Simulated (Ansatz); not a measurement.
Consider the homolysis of the F–Sn bond: `[F][Sn]([F])([Cl])[I]` → F• + `[F][Sn]([Cl])[I]`•.

Isolated molecules relaxed with PBE0-D4/def2-TZVP in Ansatz; ΔE leaves out vibrations. CBS: MP2 limit from def2 TZ/QZ plus the TZ coupled-cluster correction, frozen cores. This one scheme is used for every species, atoms too. Functionals use def2-TZVPP. No spin–orbit coupling; open shells (•) take unrestricted orbitals. Spin–orbit coupling would lower the free atoms: a little for F. Elements past krypton have def2 core potentials. For I, Sn outer-core shells are correlated without core-valence functions, so the limit isn't a true one: a few kJ/mol of doubt a bond, and 10 to 20 or more in all where bonds break to atoms.

```
             level  ΔE (kJ/mol)
            revPBE        416.8
RPA@PBE/def2-TZVPP        402.3
CCSD(T)/def2-TZVPP        445.1
    CCSD/CBS(def2)        458.3
```

Question: What does CCSD(T)/CBS give? (Best estimate.)

Answer: Ansatz gave: +469.2 kJ/mol. The listed levels differ from it by -52.4, -66.9, -24.1, -10.9 kJ/mol.

Largest T1 diagnostic among the species: 0.015.

From BLYP to BHLYP (50 % exact exchange), in def2-TZVPP and without D4, ΔE moves by −17.1 kJ/mol: exact exchange takes away binding that semilocal exchange gives to molecules. Leaving LDA and LC-ωPBE aside and taking each functional with its dispersion term where it has one, the values, not all of them listed here, spread over 49.0 kJ/mol, from BHLYP-D4 to ωB97X-V. LDA lies +78.4 kJ/mol from PBE without D4, its usual overbinding. At CCSD(T), def2-SVP lies −50.4 kJ/mol from the extrapolated value and def2-TZVPP −24.2 kJ/mol: correlation converges slowly with the basis, and small sets miss more of it in the bonded molecule than in its fragments.

CCSD(T)/CBS has its own doubt, a few kJ/mol and more with outer-core shells, so smaller differences from it don't rank the levels.
